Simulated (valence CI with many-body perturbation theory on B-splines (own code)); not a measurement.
Nd21+: M1 decay

Method: valence CI with perturbative core correlation (CI+MBPT): three valence electrons over a frozen Dirac-Fock core [Kr], a basis of 9 s, 9 p, 10 d, 8 f, 5 g, 3 h, 1 i functions for each j, with the one-electron correlation potential Σ1, the two-electron term Σ2, the three-electron term Σ3, Breit, model QED; selected CI, second order for the rest (own B-spline code, finite nucleus).

No measured levels were compared; by estimate terms of the open shell hold to 2 to 4 % of their energy, and close levels can change places. Only levels of the ground parity were solved; by the run's estimate the other parity begins above the list, which can be wrong where configurations are misplaced.

Lines 1 to 50 of 69 in falling wavelength, among levels below 194070 cm⁻¹, chosen from the decays that carry over 1 % of a level's rate. Wavelengths and rates use the calculated energies, so an error of 2000 cm⁻¹ moves a line at 1559 nm by 31 % and its rate by three times that or more. Weak lines are less certain than strong ones. Lines between different terms over intervals too small for the method are left out, as are lines whose strength nearly cancels. The highest levels of a list are the least certain.

Levels are named by their leading jj configuration (3d3/2^4 stands for four electrons in 3d with j = 3/2), which in mixed levels can hold well under half, so a name can repeat and another be missing. Letters in brackets count levels of one name in rising energy.

| λ vac (nm) | Upper | Lower | Type | A (s⁻¹) | Branch % |
| --- | --- | --- | --- | --- | --- |
| 1559 | (4d3/2^2 4d5/2) J=9/2 | (4d3/2^2 4d5/2) J=7/2 | M1 | 3.42e+00 | 100.0 |
| 1265 | (4d3/2^2 4d5/2) J=1/2 | (4d3/2^2 4d5/2) J=3/2 | M1 | 1.28e+01 | 5.1 |
| 618.8 | (4d3/2^2 4d5/2) J=7/2 | (4d3/2^2 4d5/2) J=5/2 [a] | M1 | 1.18e+02 | 100.0 |
| 560.5 | (4d3/2 4d5/2^2) J=5/2 [a] | (4d3/2 4d5/2^2) J=3/2 [a] | M1 | 3.88e+01 | 2.7 |
| 556.7 | (4d3/2^2 4d5/2) J=3/2 | (4d3/2^2 4d5/2) J=5/2 [a] | M1 | 3.84e+01 | 4.9 |
| 472.0 | (4d3/2 4d5/2^2) J=11/2 | (4d3/2 4d5/2^2) J=9/2 | M1 | 5.91e+01 | 10.4 |
| 402.9 | (4d3/2 4d5/2^2) J=5/2 [b] | (4d3/2 4d5/2^2) J=3/2 [a] | M1 | 2.47e+01 | 2.3 |
| 396.1 | (4d5/2^3) J=9/2 | (4d3/2 4d5/2^2) J=11/2 | M1 | 5.57e+01 | 1.9 |
| 366.7 | (4d5/2^3) J=3/2 | (4d3/2 4d5/2^2) J=5/2 [a] | M1 | 4.38e+01 | 1.3 |
| 361.7 | (4d3/2^2 4d5/2) J=5/2 [a] | (4d3/2^3) J=3/2 | M1 | 7.04e+02 | 100.0 |
| 303.2 | (4d3/2 4d5/2^2) J=9/2 | (4d3/2^2 4d5/2) J=9/2 | M1 | 6.32e+02 | 54.9 |
| 298.7 | (4d3/2 4d5/2^2) J=5/2 [a] | (4d3/2 4d5/2^2) J=7/2 [a] | M1 | 4.79e+01 | 3.4 |
| 285.9 | (4d3/2 4d5/2^2) J=7/2 [a] | (4d3/2^2 4d5/2) J=7/2 | M1 | 4.05e+02 | 20.2 |
| 280.8 | (4d3/2^2 4d5/2) J=5/2 [b] | (4d3/2^2 4d5/2) J=3/2 | M1 | 3.92e+02 | 71.4 |
| 267.2 | (4d3/2^2 4d5/2) J=5/2 [b] | (4d3/2^2 4d5/2) J=7/2 | M1 | 3.66e+01 | 6.7 |
| 263.7 | (4d3/2 4d5/2^2) J=3/2 [b] | (4d5/2^3) J=3/2 | M1 | 6.40e+01 | 1.9 |
| 263.0 | (4d3/2 4d5/2^2) J=5/2 [b] | (4d3/2^2 4d5/2) J=5/2 [b] | M1 | 4.28e+02 | 39.4 |
| 253.9 | (4d3/2 4d5/2^2) J=9/2 | (4d3/2^2 4d5/2) J=7/2 | M1 | 5.19e+02 | 45.1 |
| 250.1 | (4d5/2^3) J=3/2 | (4d3/2 4d5/2^2) J=1/2 | M1 | 4.72e+02 | 14.4 |
| 247.2 | (4d3/2 4d5/2^2) J=5/2 [b] | (4d3/2 4d5/2^2) J=7/2 [a] | M1 | 3.52e+01 | 3.2 |
| 244.4 | (4d3/2 4d5/2^2) J=3/2 [a] | (4d3/2^2 4d5/2) J=1/2 | M1 | 3.06e+02 | 9.0 |
| 229.5 | (4d3/2 4d5/2^2) J=7/2 [b] | (4d3/2^2 4d5/2) J=5/2 [b] | M1 | 3.01e+01 | 3.1 |
| 221.7 | (4d5/2^3) J=3/2 | (4d3/2 4d5/2^2) J=3/2 [a] | M1 | 8.63e+02 | 26.3 |
| 219.3 | (4d3/2^2 4d5/2) J=3/2 | (4d3/2^3) J=3/2 | M1 | 7.54e+02 | 95.1 |
| 217.3 | (4d3/2 4d5/2^2) J=7/2 [b] | (4d3/2 4d5/2^2) J=7/2 [a] | M1 | 1.68e+02 | 17.6 |
| 217.2 | (4d3/2 4d5/2^2) J=1/2 | (4d3/2^2 4d5/2) J=1/2 | M1 | 1.72e+03 | 94.5 |
| 215.4 | (4d5/2^3) J=9/2 | (4d3/2 4d5/2^2) J=9/2 | M1 | 1.24e+03 | 42.1 |
| 211.8 | (4d5/2^3) J=5/2 | (4d5/2^3) J=3/2 | M1 | 1.04e+02 | 1.7 |
| 204.8 | (4d3/2 4d5/2^2) J=3/2 [a] | (4d3/2^2 4d5/2) J=3/2 | M1 | 1.73e+03 | 50.8 |
| 196.7 | (4d5/2^3) J=9/2 | (4d3/2 4d5/2^2) J=7/2 [a] | M1 | 1.50e+03 | 50.7 |
| 195.5 | (4d3/2 4d5/2^2) J=7/2 [a] | (4d3/2^2 4d5/2) J=5/2 [a] | M1 | 1.60e+03 | 79.7 |
| 186.9 | (4d3/2^2 4d5/2) J=1/2 | (4d3/2^3) J=3/2 | M1 | 2.34e+02 | 94.3 |
| 186.6 | (4d3/2^2 4d5/2) J=5/2 [b] | (4d3/2^2 4d5/2) J=5/2 [a] | M1 | 6.54e+01 | 11.9 |
| 185.4 | (4d3/2 4d5/2^2) J=1/2 | (4d3/2^2 4d5/2) J=3/2 | M1 | 5.05e+01 | 2.8 |
| 184.6 | (4d3/2 4d5/2^2) J=11/2 | (4d3/2^2 4d5/2) J=9/2 | M1 | 5.08e+02 | 89.5 |
| 171.8 | (4d3/2 4d5/2^2) J=3/2 [b] | (4d3/2 4d5/2^2) J=5/2 [b] | M1 | 2.56e+02 | 7.5 |
| 171.5 | (4d5/2^3) J=3/2 | (4d3/2^2 4d5/2) J=5/2 [b] | M1 | 1.05e+03 | 31.9 |
| 161.4 | (4d5/2^3) J=5/2 | (4d3/2 4d5/2^2) J=7/2 [b] | M1 | 6.40e+02 | 10.4 |
| 153.4 | (4d3/2 4d5/2^2) J=3/2 [b] | (4d3/2 4d5/2^2) J=5/2 [a] | M1 | 1.32e+03 | 38.5 |
| 150.0 | (4d3/2 4d5/2^2) J=5/2 [a] | (4d3/2^2 4d5/2) J=3/2 | M1 | 3.77e+02 | 26.4 |
| 149.7 | (4d3/2 4d5/2^2) J=3/2 [a] | (4d3/2^2 4d5/2) J=5/2 [a] | M1 | 1.11e+03 | 32.6 |
| 148.1 | (4d5/2^3) J=5/2 | (4d3/2 4d5/2^2) J=5/2 [b] | M1 | 1.81e+03 | 29.4 |
| 146.1 | (4d3/2 4d5/2^2) J=5/2 [a] | (4d3/2^2 4d5/2) J=7/2 | M1 | 7.04e+02 | 49.4 |
| 135.8 | (4d3/2 4d5/2^2) J=5/2 [b] | (4d3/2^2 4d5/2) J=3/2 | M1 | 2.04e+02 | 18.8 |
| 134.1 | (4d3/2 4d5/2^2) J=7/2 [b] | (4d3/2^2 4d5/2) J=9/2 | M1 | 4.23e+02 | 44.2 |
| 132.6 | (4d3/2 4d5/2^2) J=5/2 [b] | (4d3/2^2 4d5/2) J=7/2 | M1 | 2.06e+02 | 18.9 |
| 128.4 | (4d3/2 4d5/2^2) J=3/2 [b] | (4d3/2 4d5/2^2) J=1/2 | M1 | 2.82e+02 | 8.2 |
| 123.5 | (4d3/2 4d5/2^2) J=7/2 [b] | (4d3/2^2 4d5/2) J=7/2 | M1 | 2.05e+02 | 21.4 |
| 123.1 | (4d3/2^2 4d5/2) J=5/2 [b] | (4d3/2^3) J=3/2 | M1 | 5.44e+01 | 9.9 |
| 120.4 | (4d3/2 4d5/2^2) J=3/2 [b] | (4d3/2 4d5/2^2) J=3/2 [a] | M1 | 5.76e+02 | 16.8 |
